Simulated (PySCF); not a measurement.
A structure optimised at PBE-D3(BJ)/def2-SVPD, used in a PySCF frequency run:

```
Sn
I 1 2.9047
I 1 2.9047 2 99.82
I 1 2.9047 2 99.82 3 101.86
```
Charge -1, spin multiplicity 1.

Write its SMILES, formula and point group.

[I][Sn-]([I])[I], I₃Sn, C3v

What are its rotational constants (standard atomic weights)?

0.35565, 0.35565, 0.20162 GHz
